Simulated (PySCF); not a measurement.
PySCF 2.14 output of an unrestricted BP86 calculation on a single atom or ion in cc-pVDZ-DK (3s2p1d, 14 functions), with scalar relativity by spin-free X2C-1e:

```
SCF conv_tol = 1e-09
number electrons alpha = 5  beta = 3
    A. D. Becke.,  Phys. Rev. A 38, 3098 (1988)
    J. P. Perdew.,  Phys. Rev. B 33, 8822 (1986)
cycle= 1 E= -99.1643233804752  delta_E= -0.00232  |g|= 0.0119  |ddm|= 0.131
cycle= 2 E= -99.1643541276856  delta_E= -3.07e-05  |g|= 0.00734  |ddm|= 0.0316
cycle= 3 E= -99.1643721461211  delta_E= -1.8e-05  |g|= 0.000448  |ddm|= 0.0128
cycle= 4 E= -99.1643722271842  delta_E= -8.11e-08  |g|= 1.1e-05  |ddm|= 0.00094
cycle= 5 E= -99.1643722272582  delta_E= -7.4e-11  |g|= 4.4e-07  |ddm|= 3.33e-05
converged SCF energy = -99.1643722272582  <S^2> = 2.0012846  2S+1 = 3.0008563
```

The run itself started from symmetry-adapted Hartree-Fock orbitals and held the occupation by maximum overlap, on a logarithmic radial grid, so the iterations belong to that start.

**Question.** Which element, charge and spin multiplicity is this?

**Answer.** F⁺ (fluorine, charge +1), multiplicity 3; the state was [He] 2s2 2p4, high-spin 3P determinant.
